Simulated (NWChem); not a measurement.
System: BSiH4OCl; SMILES OB([SiH3])Cl

Here is an NWChem input.

```
start job
memory heap 200 mb stack 900 mb global 1100 mb
geometry units angstroms noautoz
  B      0.438769    -0.099822     0.005475
  Cl    -0.603476    -1.544302     0.070523
  O      1.770192    -0.257037    -0.038834
  H      2.047664    -1.183576    -0.030504
  Si    -0.417352     1.737611     0.000553
  H      0.598339     2.832908    -0.056904
  H     -1.243196     1.910818     1.236747
  H     -1.329764     1.864305    -1.179121
end
basis spherical
  B library 6-31g*
  Cl library 6-31g*
  O library 6-31g*
  H library 6-31g*
  Si library 6-31g*
end
dft
  xc b3lyp
  iterations 150
  mulliken
end
task dft energy
```

All runs use the structure optimised with PBE0/def2-SVP.

Question: What results follow from this input? (B3LYP/6-31G* (spherical d).) Quantities: basis functions; energy (Ha); highest occupied level (eV); orbital gap (eV); dipole (D).

Answer: 
```
Quantity                      Result
---------------------------  -------
number of basis functions         72
energy (Ha)                  -852.24
highest occupied level (eV)    -8.10
orbital gap (eV)                7.12
dipole (D)                      1.58
```
